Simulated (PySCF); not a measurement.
Isomers C6H8NP:

A. SMILES C=Cc1cn(C)cp1
B. `Cc1cpcnc1C`
C. `CPc1cccnc1`

Spectrum 1. ¹H NMR (500 MHz, computed): δ 8.85 (m, 1H), 8.77 (d, 1H), 7.97 (m, 1H), 7.25 (m, 1H), 4.16 (m, 1H), 1.51 (m, 3H). ¹³C{¹H} NMR (computed): δ 157.3 (CH), 153.8 (CH), 143.8 (CH), 143.8 (C), 127.8 (CH), 11.0 (CH3).

Spectrum 2. ¹H NMR (500 MHz, computed): δ 10.51 (m, 1H), 9.37 (m, 1H), 2.77 (s, 3H), 2.47 (s, 3H). ¹³C{¹H} NMR (computed): δ 188.8 (CH), 173.9 (CH), 160.4 (C), 136.9 (C), 28.9 (CH3), 26.7 (CH3).

Spectrum 3. ¹H NMR (500 MHz, computed): δ 7.76 (m, 1H), 7.11 (m, 1H), 6.90 (m, 1H), 6.50 (m, 1H), 5.28 (m, 1H), 3.83 (s, 3H). ¹³C{¹H} NMR (computed): δ 161.0 (CH), 157.7 (C), 139.5 (CH), 133.5 (CH), 117.6 (CH2), 40.1 (CH3).

All values are calculated (PySCF 2.14.0 with density-fitted response routines): GFN2-xTB structure, GIAO PBE0/pcSseg-1 shieldings. Relativity neglected, one conformer, gas phase, rapidly exchanging positions averaged.

Scale: ¹H (σ = 31.72 ppm), ¹³C (σ = 186.93 ppm) vs TMS (reference shieldings calculated alike). Splittings of carbon signals by F and P are missing where no couplings were computed. Where no couplings were computed, multiplicities follow the n + 1 count of equivalent neighbours, and m marks all less simple cases (inequivalent or close neighbours, rings, F or P nearby). Shifts are as computed. Against solution values, carbons near 30 ppm lie about +3 ppm off and those near 130 ppm about +5 ppm. Of 1211 compounds with measured shifts, 218 miss one by over three times the rms of a fit or turn the order of signals round; such compounds aren't used in these exercises.

Which spectrum belongs to which compound?

Results:

1–C, 2–B, 3–A.

- Spectrum 1 (C): 6 ¹³C signals; δC 157.3 is an aromatic CH next to a ring nitrogen; δC 153.8 is an aromatic CH next to a ring nitrogen.
- Spectrum 2 (B): 6 ¹³C signals; δC 188.8 is an aromatic CH next to a ring nitrogen; δC 28.9 is a methyl carbon on an aromatic ring.
- Spectrum 3 (A): 6 ¹³C signals; δC 161.0 is an aromatic CH next to a ring nitrogen; δC 139.5 is an alkene CH.
